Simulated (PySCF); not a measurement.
CH6ClFSi3, SMILES F[Si@]1(Cl)C[SiH2][SiH2]1. Heavy atoms are numbered as in [F:1][Si@:2]1([Cl:3])[CH2:4][SiH2:5][SiH2:6]1. Hydrogens are named by the atom that carries them.

Coordinates come from a r2SCAN-D4/def2-SVP optimisation. The structure was generated by enumeration; whether it is a known compound was not checked.

Method: CAM-B3LYP/def2-TZVP (PySCF).

ESP charges are fitted to the potential on shells at 1.4 to 2.0 van der Waals radii. Atomic charges (e), one atom of each kind:

```
atom        Löwdin  ESP fit
----------  ------  -------
F1           -0.01    -0.24
Si2            [?]     0.45
Cl3            [?]    -0.16
C4 (CH2)       [?]    -0.52
Si5 (SiH2)    0.19     0.31
Si6 (SiH2)    0.13    -0.03
H on C4       0.14     0.18
H on Si5     -0.03    -0.08
H on Si6       [?]     0.01
```

Q: Fill in the missing entries. (The exact figures need the calculation; the answer reports its results.)

A: 
- Si2, Löwdin: -0.25
- Cl3, Löwdin: 0.22
- C4 (CH2), Löwdin: -0.48
- H on Si6, Löwdin: -0.03

Computed Mayer and Wiberg (Löwdin basis) orders of the bonds:
```
bond     Mayer  Wiberg
-------  -----  ------
F1–Si2    1.07    1.66
Si2–Cl3   1.16    1.80
Si2–C4    0.96    1.15
C4–Si5    0.93    1.13
Si2–Si6   0.94    1.03
Si5–Si6   0.93    1.06
```
